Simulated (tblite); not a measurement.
C₃H₈N, doublet, geometry from GFN2-xTB; GFN1-xTB run with tblite 0.6.0.

tblite was given this input:
```
$ tblite run mol.xyz --method gfn1 --charge 0 --spin 1 --spin-polarized --json tblite.json --no-restart

# file mol.xyz
12

C      1.83837788     0.50768624     0.14523692
N      0.47015236     0.43049383     0.36749993
C     -0.35118331    -0.32436927    -0.54864423
C     -1.73716938    -0.54538228     0.04424207
H      2.31059317    -0.39053467    -0.20746643
H      2.38702468     1.14489471     0.81266347
H      0.05420302     1.31043497     0.64595892
H     -0.44485095     0.17886649    -1.52564641
H      0.14296480    -1.28515797    -0.71687676
H     -1.65803034    -1.04878092     1.00444777
H     -2.33823590    -1.15637235    -0.62364002
H     -2.24488629     0.40558487     0.19305125
```

It wrote (shortened):

```
xTB calculator
 | screened Coulomb repulsion
 | Coulomb electrostatics
 |  * isotropic Klopman-Ohno-Mataga-Nishimoto electrostatics
 |  * onsite third-order electrostatics
 | DFT-D3(BJ) dispersion correction
 | Interactions (1)
 | [1] spin polarization

halogen bonding energy    0.0000000000000E+00 Eh
repulsion energy          1.7824393763472E-01 Eh
dispersion energy        -3.1919463427666E-03 Eh
interaction energy        0.0000000000000E+00 Eh
number of electrons       2.5000000000000E+01 e
integral cutoff           1.9731147476801E+01 bohr

------------------------------------------------------------
  cycle        total energy    energy error   density error
------------------------------------------------------------
      1     -13.76448693089  -1.3939539E+01   4.0900597E-01
      2     -13.78357029282  -1.9083362E-02   2.4081913E-01
      3     -13.78464704713  -1.0767543E-03   2.7237052E-02
      4     -13.78502157070  -3.7452357E-04   7.6365205E-03
      5     -13.78505979975  -3.8229048E-05   3.7695441E-03
      6     -13.78506627191  -6.4721621E-06   1.2444494E-03
      7     -13.78506756162  -1.2897040E-06   3.1986128E-04
      8     -13.78506763997  -7.8354956E-08   8.2427920E-05
      9     -13.78506764307  -3.1040113E-09   3.0913096E-05
     10     -13.78506764353  -4.5129056E-10   5.1872682E-06
------------------------------------------------------------

electronic energy        -1.3960119634818E+01 Eh
total energy             -1.3785067643526E+01 Eh

Post processing:
 | Mayer-Wiberg bond orders

[Info] JSON dump of results written to 'tblite.json'
```
